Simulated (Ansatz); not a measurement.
`[F][Sn]([F])([SiH3])[Cl]` + `[GeH3][CH2]CBr` → `[F][Sn]([F])([Cl])[Br]` + `[SiH3]C[CH2][GeH3]`  (redistribution)

Computed with Ansatz on PBE0-D4/def2-TZVP structures; ΔE is electronic, products minus reactants. CCSD(T)/CBS adds triple-zeta CCSD(T) − MP2 to the extrapolated MP2 energy (def2 sets, frozen cores). Functionals use def2-TZVPP. B3LYP here is the variant with VWN-RPA as its local correlation; programs differ in this. def2 core potentials past Kr. For Br, Ge, Sn outer-core shells are correlated without core-valence functions, which leaves a few kJ/mol of doubt a bond. Scalar relativity is left out up to krypton. One conformer a species, not always the lowest.

`[F][Sn]([F])([SiH3])[Cl]`:

Z-matrix (Å, degrees):
```
Sn
F 1 1.907
Si 1 2.563 2 112.6
F 1 1.907 2 102.4 3 -121.3
Cl 1 2.304 2 105.1 3 129.1
H 3 1.480 1 106.9 2 -58.2
H 3 1.480 1 106.6 2 -178.3
H 3 1.480 1 106.6 2 62.0
```

`[GeH3][CH2]CBr`:

Cartesian coordinates in Å:
```
Ge 0.905 0.341 1.257
C -0.410 -0.553 0.094
C -0.515 0.124 -1.243
Br -1.819 -0.754 -2.414
H 0.488 1.804 1.488
H 0.976 -0.389 2.607
H 2.292 0.319 0.591
H -1.373 -0.550 0.608
H -0.105 -1.596 -0.022
H -0.859 1.154 -1.166
H 0.420 0.101 -1.800
```

`[F][Sn]([F])([Cl])[Br]`:

Cartesian coordinates in Å:
```
F 0.395 0.779 -1.707
Sn 0.021 -0.022 -0.037
F 0.046 -1.880 -0.373
Cl 1.713 0.477 1.399
Br -2.175 0.646 0.718
```

`[SiH3]C[CH2][GeH3]`:

```xyz
14

Si   -0.043    1.420   -1.824
C    -0.119    0.766   -0.064
C     0.116   -0.743    0.014
Ge    0.045   -1.434    1.849
H    -1.075    0.749   -2.660
H    -0.277    2.890   -1.867
H     1.293    1.133   -2.415
H    -1.095    1.029    0.360
H     0.623    1.305    0.536
H     1.092   -1.007   -0.405
H    -0.629   -1.284   -0.577
H    -1.335   -1.129    2.462
H     1.121   -0.740    2.704
H     0.282   -2.955    1.886
```

```csv
level,ΔE (kJ/mol),difference from CCSD(T)/CBS
PBE-D4,-64.1,15.0
r2SCAN-D4,-75.4,3.7
PBE0-D4,-71.7,7.4
B3LYP-D4,-71.0,8.1
ωB97X-V,-76.4,2.7
ωB97M-V,-78.6,0.5
B2PLYP,-73.1,6.0
PBE,-61.9,17.2
r2SCAN,-74.8,4.3
B3LYP,-67.5,11.6
HF/def2-TZVPP,-87.8,-8.7
CCSD/def2-TZVPP,-76.3,2.8
CCSD(T)/def2-TZVPP,-75.5,3.6
HF/def2-QZVPP,-90.1,-11.0
MP2/def2-QZVPP,-80.9,-1.8
SCS-MP2/def2-QZVPP,-80.1,-1.0
CCSD(T)/CBS,-79.1,0
```

Largest T1 diagnostic among the species: 0.014.

From PBE to PBE0 (25 % exact exchange), in def2-TZVPP and without D4, ΔE moves by −7.9 kJ/mol. In def2-TZVPP, CCSD(T) changes the Hartree–Fock value by +12.4 kJ/mol (the triples alone add +0.9 kJ/mol) and MP2 by +9.8 kJ/mol. The D4 term adds −3.4 kJ/mol with B3LYP and −1.8 kJ/mol with PBE0; it sums over pairs of atoms, weighted by their polarisabilities, and B3LYP, whose exchange is more repulsive, gets the larger term.
